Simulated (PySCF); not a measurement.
**Dipole response of Ba²⁺ (barium, charge +2)**

[Xe], closed-shell 1S. Computed with PySCF 2.14 in aug-cc-pVQZ-X2C (10s9p7d4f2g, 118 functions), with the spin-free X2C one-electron Hamiltonian (Gaussian nucleus). Coupled (time-dependent) response in atomic units; α is the mean over directions.

| method | mean α (bohr³) | C₆ (like pair) | S(−4) |
| --- | --- | --- | --- |
| revPBE | 10.51 | 74.94 | 14.70 |

S(−4) is the Cauchy moment in α(ω) = α(0) + S(−4) ω² + …

α(iu) at revPBE:

```csv
u (hartree),α(iu) (bohr³)
0,10.51
0.0500,10.48
0.100,10.37
0.200,9.959
0.300,9.350
0.500,7.854
0.750,6.049
1.00,4.639
1.50,2.887
2.00,1.966
3.00,1.110
5.00,0.5279
```

A single London oscillator, α(iu) = α/(1 + u²/ω²), gives C₆ = (3/4) ω α². Matching the computed C₆ needs ω = 4 × 74.94 / (3 × 10.51²) = 0.905 hartree.

For an ion, C₆ is the dispersion term alone; charge-induced terms of lower order in 1/R come first.

Spin-orbit coupling, which splits the p, d and f shells strongly at this Z, is absent.
